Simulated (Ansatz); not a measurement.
Cost and result up the ladder for InMe2(OMe) (C3H9InO) (14 atoms). Charge 0, multiplicity 1. Geometry: r2SCAN-D4/def2-SVP.

```xyz
14

C     1.741    1.096    0.554
C     0.540   -2.287   -1.316
C    -2.053    1.092    0.704
In    0.428   -0.423   -0.248
O    -1.532   -0.031    0.066
H     1.792    1.943   -0.148
H     2.755    0.696    0.699
H     1.350    1.461    1.515
H     1.192   -3.004   -0.795
H     0.938   -2.126   -2.329
H    -0.478   -2.698   -1.387
H    -1.285    1.816    1.060
H    -2.655    0.807    1.593
H    -2.733    1.657    0.032
```

Ansatz on 4 threads of Arm Neoverse V2 on a shared host. Times are rough, and most runs start from the orbitals of an earlier one. ωB97X-V/def2-TZVP serves as the yardstick here, not as an exact answer. Differences are given only for rows in sets of like size (and for xTB, whose basis is part of the method), since another set adds its own error. Binding counts from free atoms at the same level (C triplet, In doublet, O triplet, H doublet; other spins of the atoms weren't run), without zero-point energy or a counterpoise term.

In the def2 sets In takes a core potential, while STO-3G treats all electrons; there is no spin–orbit coupling. Correlated methods freeze 8 core orbitals; core or outer-core shells of In are correlated, in sets that lack core-valence functions. The rows differ in basis, and correlated rows in double-zeta sets carry the largest basis error.

Correlated methods converge slowly with the basis, most of all in double-zeta sets.

```csv
level,functions,binding energy per atom (eV),difference from ωB97X-V/def2-TZVP (eV)
r2SCAN-D4/def2-TZVP,228,3.67,0.00
PBE0-D4/def2-TZVP,228,3.66,-0.01
CCSD(T)/def2-SVP,127,3.49,–
PBE0-D4/def2-SVP,127,3.67,–
MP2/def2-TZVP,228,3.57,-0.10
r2SCAN0-D4/def2-TZVP,228,3.62,-0.05
revPBE-D4/def2-TZVP,228,3.63,-0.04
HF/STO-3G,56,3.55,–
ωB97X-V/def2-TZVP,228,3.67,0.00
PBE-D4/def2-SVP,127,3.72,–
PBE-D4/def2-TZVP (with forces),228,3.72,0.05
```

(1) Estimate how long each takes.

Results:

(1) HF/STO-3G 0.3 s; PBE-D4/def2-SVP 1.1 s; PBE0-D4/def2-SVP 1.4 s; revPBE-D4/def2-TZVP 2 s; PBE-D4/def2-TZVP (with forces) 2.4 s; MP2/def2-TZVP 2.9 s; PBE0-D4/def2-TZVP 2.9 s; r2SCAN-D4/def2-TZVP 4 s; r2SCAN0-D4/def2-TZVP 4.5 s; ωB97X-V/def2-TZVP 8 s; CCSD(T)/def2-SVP 17 s. On shared hardware such times vary by a factor of up to 3.
